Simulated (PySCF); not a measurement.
Two species compared at the same levels of theory.

First species: C9H24AlP.
SMILES: `CC[P+](CC)(CC)[Al-]([CH3])([CH3])[CH3]`

Second species: BiH2Cl.
SMILES: `[H][Bi]([H])[Cl]`

Levels: CAM-B3LYP/def2-SVPD for dipole moment, HOMO energy, LUMO energy, HOMO–LUMO gap and static isotropic polarisability; TDDFT CAM-B3LYP/def2-SVPD for lowest singlet excitation; TDA CAM-B3LYP/def2-SVPD for lowest triplet excitation (Tamm–Dancoff); PBE0-D3(BJ)/def2-SVP for rotational constant A and rotational constant C. Geometries: PBE0-D3(BJ)/def2-SVP. Each species is one conformer at its optimised geometry, gas phase (atoms past krypton carry core potentials, spin–orbit coupling is left out). Electronic properties by PySCF.

Dipoles, sizes and rotational constants follow the conformer. The torsions of the flexible species, by atom-mapped SMILES:
- `[CH3:1][CH2:2][P+:3]([CH2:4][CH3:5])([CH2:6][CH3:7])[Al-:8]([CH3:9])([CH3:10])[CH3:11]`: C1–C2–P3–C4 -176°, C2–P3–C4–C5 -68°, C2–P3–C6–C7 -176°, C2–P3–Al8–C9 -85°

Values for the first species:

| Quantity | Value |
| --- | --- |
| Dipole moment | 5.39 D |
| HOMO energy | -8.10 eV |
| LUMO energy | 0.96 eV |
| HOMO–LUMO gap | 9.06 eV |
| Lowest singlet excitation | 6.51 eV |
| Lowest triplet excitation (Tamm–Dancoff) | 6.16 eV |
| Static isotropic polarisability | 163.2 au |
| Rotational constant A | 0.728 GHz |
| Rotational constant C | 0.615 GHz |

(1) Estimate the same properties for the second species, and the change in each.

Results:

(1) 
| property | first | second | second less first |
| --- | --- | --- | --- |
| dipole moment | 5.39 D | 3.64 D | -1.75 D |
| HOMO energy | -8.10 eV | -9.12 eV | -1.02 eV |
| LUMO energy | 0.96 eV | -1.17 eV | -2.13 eV |
| HOMO–LUMO gap | 9.06 eV | 7.95 eV | -1.11 eV |
| lowest singlet excitation | 6.51 eV | 4.54 eV | -1.97 eV |
| lowest triplet excitation (Tamm–Dancoff) | 6.16 eV | 3.91 eV | -2.25 eV |
| static isotropic polarisability | 163.2 au | 62.7 au | -100.5 au |
| rotational constant A | 0.728 GHz | 78.095 GHz | +77.367 GHz |
| rotational constant C | 0.615 GHz | 2.697 GHz | +2.082 GHz |

On the first: The vertical singlet–triplet gap S1 − T1 is 0.35 eV (TDDFT singlet less Tamm–Dancoff triplet). S1 lies 2.55 eV below the HOMO–LUMO gap.

On the second: The polarisability is 9.30 Å³ as a volume (1 au = 0.148185 Å³). Atoms past krypton carry effective core potentials; spin–orbit coupling is left out.
